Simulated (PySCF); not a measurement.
Computed shifts of a molecule C₄H₅NO, HF/pcSseg-1 run with PySCF, GIAO, gas phase, equivalent atoms averaged, in ppm (number of nuclei): ¹⁵N: 57.0 (1). ¹³C: 168.8 (1), 140.1 (1), 123.7 (1), 85.8 (1). ¹H: 7.30 (1), 6.86 (1), 5.54 (1), 3.77 (1), 3.40 (1). References: ¹⁵N against NH3 (σ = 267.3 ppm); ¹³C against TMS (σ = 192.6 ppm); ¹⁷O against H2O (σ = 333.0 ppm); ¹H against TMS (σ = 31.99 ppm), references at their B3LYP-D3(BJ)/def2-TZVP geometries, non-relativistic. Geometry: B3LYP-D3(BJ)/def2-SVP. Other conformers were not sampled.

Q: Which molecule gave these data?
A) Cc1cocn1
B) Cc1cnco1
C) CO/C=C/C#N
D) Nc1ccco1

A: D, Nc1ccco1
